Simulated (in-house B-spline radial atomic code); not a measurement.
**RPA and G0W0 on BHandHLYP: Ru26+**

Configuration [Ne] 3s2 3p6, mean-field start BHandHLYP. Computed with an all-electron radial atomic-structure program (B-spline basis): all electrons, non-relativistic, point nucleus, each spin shell either full or empty, empty states to l = 9 with an (l + 1/2)⁻⁴ tail; G0W0 by contour deformation at full frequency.

Without relativity these are model numbers: it shifts the levels of so heavy an element strongly and can reorder them.

Command:
```bash
python run_gw.py task.json out
```
Settings (radii: box in bohr, nucleus in fm):
```
Z                        44
electrons                18
configuration            [Ne] 3s2 3p6
hamiltonian              nr
method                   bhandhlyp
lmax                     9
spin_polarised           False
box_radius               3.38
intervals                47
```

Time taken, with all properties: 1.5 s on 1 thread of Intel(R) Xeon(R) Platinum 8488C, with other jobs on the host.

Energies (hartree):

```json
{"term": "mean-field total", "value": "-3998.68228"}
{"term": "Hartree-Fock functional on these orbitals", "value": "-3997.70298"}
{"term": "direct second order", "value": "-1.5947"}
{"term": "second-order exchange", "value": "0.5218"}
{"term": "SOSEX correction", "value": "0.48792"}
```

Problem. What is the RPA correlation energy, and what remains with SOSEX?

Solution. RPA gives -1.4432 hartree (-2.18 eV per electron); RPA + SOSEX gives -0.95523, and the second-order doubles -1.0729 hartree (no singles). SOSEX takes back 34 % of the RPA value.

Quasi-particle levels (eV):

```tsv
level	occupied	mean field	Σx - vxc	Σc	QP weight	G0W0
3p	yes	-1430.31	-14.35	?	?	?
3s	yes	-1516.96	-22.18	13.12	0.883	-1526.03
2p	yes	-4010.52	-47.62	10.33	0.929	-4047.80
2s	yes	-4236.04	-57.34	3.64	0.908	-4289.74
3d	no	-1269.92	19.61	-3.33	0.990	-1253.64
```

G0W0 = mean field + (Σx - vxc) + Σc, with Σc (partial-wave tail included) taken at the quasi-particle energy. Only the outer levels were computed.

Problem. Where does G0W0 put 3p?

Solution. At -1445.62 eV, with Σc = -0.96 eV and a quasi-particle weight of 0.982. The tabulated removal energy is 1447 ± 4 eV (NIST, semi-empirical); the calculation leaves out relativity, Breit and QED terms, and what these don't explain is the method's own error.
